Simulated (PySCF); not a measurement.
PySCF 2.14 output of a UHF calculation on a single atom or ion in x2c-TZVPPall, with the spin-free X2C one-electron Hamiltonian (Gaussian nucleus):

```
SCF conv_tol = 1e-09
number electrons alpha = 34  beta = 27
cycle= 1 E= -10838.8960726384  delta_E= -0.00682  |g|= 0.0241  |ddm|= 0.0611
cycle= 2 E= -10838.8961356168  delta_E= -6.3e-05  |g|= 0.00312  |ddm|= 0.0083
cycle= 3 E= -10838.8961406306  delta_E= -5.01e-06  |g|= 0.0011  |ddm|= 0.00397
cycle= 4 E= -10838.896142824  delta_E= -2.19e-06  |g|= 0.000779  |ddm|= 0.0036
cycle= 5 E= -10838.8961451615  delta_E= -2.34e-06  |g|= 0.000651  |ddm|= 0.00385
cycle= 6 E= -10838.8961469903  delta_E= -1.83e-06  |g|= 0.0007  |ddm|= 0.00276
cycle= 7 E= -10838.8961360167  delta_E= 1.1e-05  |g|= 9.61e-05  |ddm|= 0.0287
cycle= 8 E= -10838.8961358979  delta_E= 1.19e-07  |g|= 2.18e-05  |ddm|= 0.003
cycle= 9 E= -10838.8961358966  delta_E= 1.31e-09  |g|= 3.72e-06  |ddm|= 0.00033
cycle= 10 E= -10838.8961358966  delta_E= 1.82e-11  |g|= 4.72e-07  |ddm|= 3.46e-05
converged SCF energy = -10838.8961358966  <S^2> = 15.754022  2S+1 = 8.0010054
```

The run itself started from symmetry-adapted Hartree-Fock orbitals and held the occupation by maximum overlap, so the iterations belong to that start.

Problem. Which element, charge and spin multiplicity is this?

Solution. Eu²⁺ (europium, charge +2), multiplicity 8; the state was [Xe] 4f6 6s1, high-spin 8F determinant (an excited configuration).

Spin-orbit coupling, absent here, splits the open shell strongly.
